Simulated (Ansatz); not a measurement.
The same molecule with X = B, Al, In. Ansatz, PBE0-D4/def2-TZVP geometries, multiplicity 1. Each molecule was computed in one conformer, which needn't be the lowest.

Elements past krypton have def2 core potentials.

| X | molecule | mean X–Cl bond length / Å | mean X–O bond length / Å | mean X–S bond length / Å | size of the dipole moment (ωB97M-V/def2-TZVPP) / D | HOMO–LUMO gap (PBE/def2-TZVPP) / eV | size of the dipole moment (B3LYP/def2-TZVPP) / D |
| --- | --- | --- | --- | --- | --- | --- | --- |
| B | `[SiH3]OB(S)Cl` | 1.766 | 1.340 | 1.813 | 1.13 | 5.53 | 1.17 |
| Al | `[SiH3][O][Al]([SH])[Cl]` | 2.081 | 1.668 | 2.161 | 1.40 | 5.08 | 1.42 |

Give the row for X = In, `[SiH3][O][In]([SH])[Cl]`. (An estimate is asked.)

Computed: 
| X | molecule | mean X–Cl bond length / Å | mean X–O bond length / Å | mean X–S bond length / Å | size of the dipole moment (ωB97M-V/def2-TZVPP) / D | HOMO–LUMO gap (PBE/def2-TZVPP) / eV | size of the dipole moment (B3LYP/def2-TZVPP) / D |
| --- | --- | --- | --- | --- | --- | --- | --- |
| In | `[SiH3][O][In]([SH])[Cl]` | 2.306 | 1.962 | 2.349 | 1.55 | 3.74 | 1.59 |

From B to In the mean X–Cl bond length rises at each step, by 0.540 Å in all; the mean X–O bond length rises at each step, by 0.622 Å in all; the mean X–S bond length rises at each step, by 0.536 Å in all; the HOMO–LUMO gap (PBE/def2-TZVPP) falls at each step, by 1.79 eV in all. Bonds lengthen as the atom grows down the group. Dipoles are sizes alone, and their direction can turn along the series.

B3LYP here is the variant with VWN-RPA as its local correlation; programs differ in this.
